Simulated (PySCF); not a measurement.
## Nb³⁷⁺ (niobium, charge +37): Hartree-Fock from Schrödinger to Dirac-Coulomb-Breit

Occupied: 1s1/2, 2s1/2. Hartree-Fock calculated with PySCF 2.14 in an even-tempered Gaussian basis (16 s from 5.3 bohr⁻², ratio 2.7; 12 p from 6.4 bohr⁻², ratio 2.7), Gaussian nucleus throughout. NR is non-relativistic, sf-X2C the spin-free one-electron X2C Hamiltonian, X2C adds the bare one-electron spin-orbit term, X2C-SNSO screens it by Boettger's factors, DC is four-component Dirac-Coulomb, and the Gaunt and Breit terms are added at first order (total energies over the DC spinors, levels after relaxing the spinors in that mean field). QED terms are absent. Levels marked empty are virtual spinors of this ion.

```json
{"Hamiltonian": "NR", "E (hartree)": "-2037.5859", "E − E(DC) (hartree)": "49.3217", "CPU seconds": "0.26"}
{"Hamiltonian": "sf-X2C", "E (hartree)": "-2086.3632", "E − E(DC) (hartree)": "0.5444", "CPU seconds": "0.14"}
{"Hamiltonian": "X2C", "E (hartree)": "-2086.3632", "E − E(DC) (hartree)": "0.5444", "CPU seconds": "0.14"}
{"Hamiltonian": "X2C-SNSO", "E (hartree)": "-2086.3632", "E − E(DC) (hartree)": "0.5444", "CPU seconds": "0.14"}
{"Hamiltonian": "DC", "E (hartree)": "-2086.9076", "E − E(DC) (hartree)": "0.0000", "CPU seconds": "2.7"}
{"Hamiltonian": "DC+Gaunt", "E (hartree)": "-2085.7780", "E − E(DC) (hartree)": "1.1296", "CPU seconds": "4.8"}
{"Hamiltonian": "DC+Breit", "E (hartree)": "-2085.8002", "E − E(DC) (hartree)": "1.1074", "CPU seconds": "58"}
```

Problem. Give the 2p spin-orbit interval with each Hamiltonian that has one.

Solution. X2C 116.3; X2C-SNSO 110.5; DC 111.3; DC+Gaunt 109.0; DC+Breit 109.0 (eV).

```tsv
level (eV)	NR	sf-X2C	X2C	X2C-SNSO	DC	DC+Gaunt	DC+Breit
1s1/2	-21750.1	-22231.7	-22231.7	-22231.7	-22244.9	-22217.8	-22218.0
2s1/2	-5118.4	-5261.7	-5261.7	-5261.7	-5263.0	-5260.0	-5260.3
2p1/2 (empty)	-4889.8	-4943.4	-5022.9	-5018.8	-5019.9	-5014.4	-5015.2
2p3/2 (empty)	-4889.8	-4943.4	-4906.6	-4908.3	-4908.6	-4905.4	-4906.2
3s1/2 (empty)	-2152.8	-2200.7	-2200.7	-2200.7	-2201.1	-2200.2	-2200.3
```

Weight of the small component: 1s1/2 0.0225, 2s1/2 0.00525, 2p1/2 0.00515, 2p3/2 0.00503, 3s1/2 0.00219.

Koopmans' value for the highest occupied level at DC+Breit: 5260.3 eV, against an ionisation energy of 5265 ± 5 eV (semi-empirical (NIST evaluation); NIST Atomic Spectra Database, ionization energies); the former lacks relaxation, correlation, QED and recoil.

The whole ladder took 67 s of wall time on 1 thread of AMD EPYC 7R43 64-Core Processor (shared host), launched as `OMP_NUM_THREADS=1 python relrun2.py TASK.json OUT` (a driver that calls PySCF for each Hamiltonian).

Dirac-Coulomb iterations, started from the X2C spinors:

```
with_ssss True, with_gaunt False, with_breit False
light speed = 137.03599967994
init E= -2081.23519201069
cycle= 1 E= -2086.90757198685  delta_E= -5.67  |g|= 0.54  |ddm|= 0.0474
cycle= 2 E= -2086.90759804623  delta_E= -2.61e-05  |g|= 0.00139  |ddm|= 0.000454
cycle= 3 E= -2086.9075980469  delta_E= -6.7e-10  |g|= 4.76e-06  |ddm|= 9.32e-06
```
